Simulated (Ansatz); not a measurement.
A nudged elastic band was laid between two geometries of CH6GaP (9 atoms, charge 0, multiplicity 1).

Computed with Ansatz 0.2.0, RKS B3LYP-D4/def2-SVP.

```yaml
movable_images: 5
climbing_image: yes
spring: 5.0 eV/Å²
optimiser: quadratic models (default)
start_path: through a guess of the saddle point
force_threshold: 0.05 eV/Å
iteration_limit: 60
end_points: relaxed
```

First end point:

```xyz
9
Properties=species:S:1:pos:R:3
C -0.796 1.231 -0.610
Ga 0.583 -0.182 -0.447
P 1.021 -1.186 1.619
H -0.298 2.204 -0.760
H -1.429 1.051 -1.494
H -1.437 1.299 0.281
H 1.519 -0.551 -1.663
H 1.189 -2.505 1.098
H -0.351 -1.360 1.978
```

Last end point:

```xyz
9
Properties=species:S:1:pos:R:3
C -1.146 1.401 -0.812
Ga -0.170 -0.116 -1.819
P 1.053 -1.228 0.803
H -0.435 2.068 -0.289
H -1.731 2.020 -1.517
H -1.845 1.005 -0.052
H 2.431 -1.514 0.580
H 0.659 -2.596 0.891
H 1.184 -1.040 2.215
```

Q: Which bonds break or form, and what moves?

A: Bonds broken: Ga2–P3, Ga2–H7. Bonds formed: P3–H7. CH6GaP becomes CH3Ga + H3P.

Q: Give the energies along the band, and the barrier.

A: The forces met the threshold. The highest image is number 2 of 0 to 6, 53.1 kcal/mol above the first end and 34.9 kcal/mol above the last; the last end lies 18.2 kcal/mol above the first. Beside the main top the profile has a ripple of under 15 meV (maxima at images 2, 5), which may be a very shallow well or noise. Neighbouring images differ by up to 2.3 eV, so the band resolves the path poorly. A vibrational analysis at the climbing image gives one clearly imaginary mode, 887i cm⁻¹: a first-order saddle point. The orbitals stay closed-shell, which can raise the energy where a bond breaks towards radicals; this wasn't checked here.

```
image  path coordinate (Å)  energy (kcal/mol)  Ga2–P3 (Å)  Ga2–H7 (Å)  P3–H7 (Å)
    0                 0.00                0.0        2.34        1.58       3.38
    1                 1.75                1.1        2.35        1.57       3.34
    2                 3.50               53.1        2.87        1.56       2.21
    3                 4.72               20.6        3.69        2.60       1.44
    4                 5.94               20.7        3.90        3.24       1.43
    5                 7.16               20.8        2.98        3.78       1.41
    6                 8.38               18.2        3.10        3.81       1.43
```

Q: What is the geometry of the highest image?

A: 
```xyz
9
Properties=species:S:1:pos:R:3
C -0.867 0.987 -0.586
Ga 0.700 -0.048 -1.223
P 1.233 -1.267 1.318
H -0.517 1.748 0.128
H -1.380 1.475 -1.426
H -1.555 0.308 -0.062
H 1.886 -0.966 -0.775
H 0.114 -2.020 0.818
H 0.386 -0.218 1.808
```

The band took 18 iterations and of the order of 5 core-minutes.

Time of the run: 2.4 min on 2 threads of Intel(R) Xeon(R) Platinum 8488C (Sapphire Rapids), on a shared host, peak memory 0.22 GiB.
